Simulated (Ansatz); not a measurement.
A CCSD(T) single point on BClFH4NSn (`N[BH][SnH]([F])[Cl]`).

```yaml
crystal:
  periodic: [false, false, false]
  atoms:
    - {symbol: N, position_ang: [0.814794, -0.833551, -1.187629]}
    - {symbol: B, position_ang: [0.691307, -0.835875, 0.181413]}
    - {symbol: Sn, position_ang: [-0.860534, 0.629649, 0.875947]}
    - {symbol: F, position_ang: [-1.415690, 1.260494, -0.878787]}
    - {symbol: Cl, position_ang: [0.095254, 2.514577, 1.864057]}
    - {symbol: H, position_ang: [1.477804, -1.409782, -1.682878]}
    - {symbol: H, position_ang: [0.257171, -0.238401, -1.784223]}
    - {symbol: H, position_ang: [1.354251, -1.532254, 0.884376]}
    - {symbol: H, position_ang: [-2.325857, 0.398641, 1.710623]}
basis:
  gaussian: {orbitals: def2-TZVPP}
correlation: {method: ccsd_t}
output: {orbitals: {seedname: orbitals}}
```

```sh
$ ansatz run in.yaml --threads 4 --pin off --events-out ev --progress --plain
```

Log, shortened:

```
Functional definition: HF
1611 factors; integrals over basis functions are off by at most 8.5e-4 eV
mean field evaluation 1: about -23233.0160 eV, gradient 4.6e1 eV
mean field evaluation 2: about -23233.1946 eV, gradient 4.6e1 eV
mean field evaluation 4: about -23237.4702 eV, gradient 3.6e0 eV
mean field evaluation 8: about -23237.5340 eV, gradient 2.9e-1 eV
mean field evaluation 16: about -23237.5343 eV, gradient 1.1e-6 eV
mean field -23237.53432092 eV, -853.9636353272 hartree, gradient 1.1e-6 eV, S^2 0.000000; 0 other end points of the search recorded, 0 dependent functions left out
12 core orbitals not correlated: weight in the atoms' cores, before any rotation towards them, 1.000 or more for the frozen orbitals, at most 0.000 for the correlated occupied ones
reference -23237.53432092 eV, -853.9636353272 hartree; 20, 20 occupied and 209, 209 virtual orbitals, 1611 factors
second order -29.27075748 eV of doubles, -0.00000000 eV of singles
cycle   1  -29.26276267 eV  change    8.0e-3 eV  update   1.2e-1
cycle   2  -29.90927551 eV  change   -6.5e-1 eV  update   3.8e-2
cycle   3  -30.07185637 eV  change   -1.6e-1 eV  update   2.2e-2
cycle   4  -30.06045866 eV  change    1.1e-2 eV  update   6.3e-3
cycle   5  -30.05253488 eV  change    7.9e-3 eV  update   2.7e-3
cycle   6  -30.05397965 eV  change   -1.4e-3 eV  update   1.0e-3
cycle   7  -30.05408938 eV  change   -1.1e-4 eV  update   3.6e-4
cycle   8  -30.05387007 eV  change    2.2e-4 eV  update   1.3e-4
cycle   9  -30.05389976 eV  change   -3.0e-5 eV  update   5.1e-5
cycle  10  -30.05393908 eV  change   -3.9e-5 eV  update   1.6e-5
perturbative correction -1.06338156 eV, -0.0390785515 hartree
Total energy: -23268.65164156 eV, -855.1071757687 hartree
```

Run time 3.8 min (4 threads of a server CPU on a shared host); peak host memory 5.2 GiB.

The correlation energy is -31.117 eV, 3.4 % of it from (T); the T1 diagnostic reads 0.0136.
